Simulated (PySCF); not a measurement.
## Worked example: chemical shift, span and skew from a shielding tensor

C6H6O, SMILES C#C[C@H]1COC1=C. Atoms are numbered in the order given.

```xyz
13

C      2.6282    -0.7824     0.3101
C      1.5167    -0.3393     0.4794
C      0.1754     0.2030     0.6823
C     -0.1858     1.5593     0.0239
O     -1.2925     0.9440    -0.6650
C     -0.9539    -0.3065    -0.2055
C     -1.4867    -1.4830    -0.5125
H      3.6160    -1.1808     0.1565
H     -0.0918     0.1670     1.7506
H     -0.5172     2.3575     0.7053
H      0.5704     1.9397    -0.6798
H     -2.3161    -1.5516    -1.2196
H     -1.0850    -2.3906    -0.0593
```

Geometry optimised at ωB97X-D3(BJ)/def2-SVP. The structure was generated by enumeration; whether it is a known compound was not checked.

GIAO shieldings from PBE/pcSseg-1 in PySCF, non-relativistic, no solvent. The symmetric part of the tensor of C1 has the principal values 34.4, 38.7, 239.6 ppm. The same nucleus in TMS has σ = 182.0 ppm at this level (PySCF, at its B3LYP-D3(BJ)/def2-TZVP geometry).

Work out the isotropic shielding, the ¹³C shift against TMS, the span and the skew.


σ(iso) = (σ11 + σ22 + σ33)/3 = 104.2 ppm. δ = σ(ref) − σ(iso) = 182.0 − (104.2) = 77.8 ppm.
Span Ω = σ33 − σ11 = 205.2 ppm. Skew κ = 3(σ(iso) − σ22)/Ω = 0.96. Tumbling in solution averages the tensor to δ; in a static solid the shielding alone would spread this spin-1/2 line over Ω.
